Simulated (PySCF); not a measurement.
## What settings do to a single point of [Au3]−

The sound run of [Au3]− (singlet) uses PySCF 2.14.0, RKS TPSS, Au def2-SVP with ECP60; non-relativistic Hamiltonian with scalar-relativistic core potentials where named; density fitting; no spin-orbit coupling, grid (50, 194), threshold 1e-8 Eh and 55 cycles, at the relaxed geometry:

```xyz
3

Au    0.0000    0.0000    2.5988
Au    0.0000    0.0000    0.0000
Au    0.0000    0.0000   -2.5988
```

There Au1 has a Mulliken charge of -0.32 e and the dipole about the centre of mass is 0.00 D. Each run below changes one thing and starts from free metal ions and neutral atoms unless it says otherwise; with 55 cycles, smearing, a level shift and second-order steps follow where DIIS fails, and their cycles count. Energy shifts count from the sound run.

| change | outcome | cycles | energy shift (eV) | largest force component (eV/Å) | charge on Au1 (e) | dipole about the centre of mass (D) |
| --- | --- | --- | --- | --- | --- | --- |
| threshold 0.001 | converged | 6 | 0.0004 | 0.00 | -0.32 | 0.00 |

Question: One further run converged with energy shift (eV) 0.27, largest force component (eV/Å) 1.97, charge on Au1 (e) -0.31, dipole about the centre of mass (D) 0.00. Which change was it?
A. start from the bare core Hamiltonian, limit 95 cycles
B. cycle limit 5
C. all coordinates × 0.94

Answer: C.

Question: And the other changes listed?

Answer: 
```tsv
change	outcome	cycles	energy shift (eV)	largest force component (eV/Å)	charge on Au1 (e)	dipole about the centre of mass (D)
cycle limit 5	not converged	5	–	–	–	–
start from the bare core Hamiltonian, limit 95 cycles	converged	28	0.0000	0.00	-0.32	0.00
```

Forces carry noise of the integration grid, about 0.01 to 0.03 eV/Å.

No frequency check is given that shows the relaxed geometry to be a minimum.
